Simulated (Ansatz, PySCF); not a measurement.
Noncovalent pair: PH3 (SMILES P) (first 4 atoms) with H2 (SMILES [H][H]); geometry from B3LYP-D3(BJ)/def2-TZVP, rigid monomers moved along the line of their centres of mass till P1···H6 is 3.65 Å.
(charge 0, multiplicity 1):
```xyz
6

P     -0.172     0.157    -0.141
H     -1.492    -0.117     0.299
H     -0.490    -0.051    -1.508
H      0.261    -1.180     0.053
H      0.139    -0.285     3.986
H      0.364     0.205     3.473
```

Counterpoise-corrected where a basis set is named; no monomer relaxation. Rows marked so take none.

Frozen-core correlation. Rows in 3-21G, 6-311+G**, 6-31G* carry no dispersion term and start afresh at each structure (6-31G* with six Cartesian d functions).

Run with Ansatz (a quantum-chemistry and plane-wave program); PySCF for 3-21G rows, 6-311+G** rows, 6-31G* rows, the dispersion terms. 

```
level                              interaction energy (meV)
---------------------------------  ------------------------
HF/3-21G (no counterpoise)                             -5.9
HF/6-31G*                                               1.2
PBE/def2-TZVPPD                                       -10.7
PBE-D3(BJ)/def2-TZVPPD                                -20.0
r2SCAN/def2-TZVPPD                                     -4.1
r2SCAN-D4/def2-TZVPPD                                  -8.1
B3LYP/6-311+G** (no counterpoise)                       1.0
MP2/aug-cc-pV(D+d)Z                                     [?]
CCSD(T)/aug-cc-pV(T+d)Z                                 [?]
```

**Question.** Fill in the missing entries.

**Answer.** 
- MP2/aug-cc-pV(D+d)Z, interaction energy (meV): -9.7
- CCSD(T)/aug-cc-pV(T+d)Z, interaction energy (meV): -11.7
